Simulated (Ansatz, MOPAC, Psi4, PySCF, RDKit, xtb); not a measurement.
Complex: CH4O (SMILES CO) (first 6 atoms) with C2H3N (SMILES CC#N); geometry from B3LYP-D3(BJ)/def2-TZVP, rigid monomers moved along the line of their centres of mass till H6···N9 is 2.33 Å.
(charge 0, multiplicity 1):
```csv
atom,x (Å),y (Å),z (Å)
C,-0.5814,0.1871,-0.7437
O,0.2525,-0.7388,-0.0773
H,-1.6344,0.0862,-0.4514
H,-0.5057,-0.0139,-1.8130
H,-0.2743,1.2262,-0.5693
H,0.1926,-0.5650,0.8728
C,-0.2883,0.5156,5.6591
C,-0.1784,0.2352,4.2378
N,-0.0910,0.0129,3.1153
H,-0.4877,1.5756,5.8164
H,-1.1025,-0.0655,6.0924
H,0.6413,0.2522,6.1639
```

```csv
level,interaction energy (kcal/mol),cost
MMFF94,-4.18,-
UFF,1.71,-
GFN-FF,-5.09,-
AM1,-0.48,-
PM3,-1.24,-
PM6,-2.57,-
PM7,-4.87,-
GFN1-xTB,-3.35,-
GFN2-xTB,-3.57,-
HF/STO-3G (no counterpoise),-3.11,-
HF/3-21G (no counterpoise),-6.19,-
HF/6-31G*,-3.80,-
HF/6-31G* (no counterpoise),-4.32,-
HF/aug-cc-pVDZ,-3.56,-
PBE/def2-TZVPPD,-4.43,×1
PBE-D3(BJ)/def2-TZVPPD,-4.96,×1
PBE-D4/def2-TZVPPD,-4.99,×1
BP86/6-31G* (no counterpoise),-4.58,-
r2SCAN/def2-TZVPPD,-4.38,×1
r2SCAN-D3(BJ)/def2-TZVPPD,-4.64,×1
r2SCAN-D4/def2-TZVPPD,-4.63,×1
B3LYP/3-21G (no counterpoise),-7.19,-
B3LYP/6-31G*,-4.17,-
B3LYP/6-31G* (no counterpoise),-5.03,-
B3LYP/6-311+G** (no counterpoise),-4.35,-
B3LYP/def2-TZVPPD,-3.99,×1
B3LYP-D4/def2-TZVPPD,-4.78,×1
PBE0/def2-TZVPPD,-4.31,×1
PBE0-D3(BJ)/def2-TZVPPD,-4.82,×1
PBE0-D4/def2-TZVPPD,-4.83,×1
M06-2X/6-31G* (no counterpoise),-5.13,-
wB97X-V/def2-TZVPPD,-4.66,×3
wB97M-V/def2-TZVPPD,-4.61,×3
MP2/6-31G*,-4.44,-
MP2/6-31G* (no counterpoise),-5.51,-
MP2/aug-cc-pVDZ,-4.56,-
SCS-MP2/aug-cc-pVDZ,-4.22,-
CCSD/aug-cc-pVDZ,-4.26,-
CCSD(T)/aug-cc-pVDZ,-4.44,×20
SAPT0/jun-cc-pV(D+d)Z,-4.72,-
```

The rows run from -7.19 (B3LYP/3-21G (no counterpoise)) to 1.71 kcal/mol (UFF). In aug-cc-pVDZ the value moves HF -3.56, MP2 -4.56, CCSD -4.26, CCSD(T) -4.44, a shift of -0.88 from HF to CCSD(T). The dispersion term adds -0.53 in PBE-D3(BJ), -0.55 in PBE-D4, -0.26 in r2SCAN-D3(BJ). The 6 functionals in def2-TZVPPD without D3 or D4 span 0.67, from wB97X-V to B3LYP.

Interaction energies are E(AB) − E(A) − E(B) at the monomers' geometry in the complex; basis-set methods are counterpoise corrected. Rows marked so take none. RDKit's UFF carries no charges.

Correlated levels freeze the cores. Rows in 3-21G, 6-311+G**, 6-31G*, STO-3G carry no dispersion term and start afresh at each structure (6-31G* with six Cartesian d functions). MP2/6-31G* freezes PySCF's default core. The state that AM1, PM3, PM6, PM7 reach isn't checked; PM7 holds dispersion and hydrogen-bond terms.

Codes used: Ansatz (Gaussian orbitals); MOPAC for AM1, PM3, PM6, PM7 (differences of heats of formation); Psi4 for SAPT; PySCF for 3-21G rows, 6-311+G** rows, 6-31G* rows, STO-3G rows, the dispersion terms; RDKit for the force fields; xtb for the GFN methods. 

Costs are rough ratios of core time to PBE/def2-TZVPPD (about 15 s over the structures, on one shared machine); a dash marks a level with no comparable run of its own.

Ansatz is a quantum-chemistry and plane-wave program.
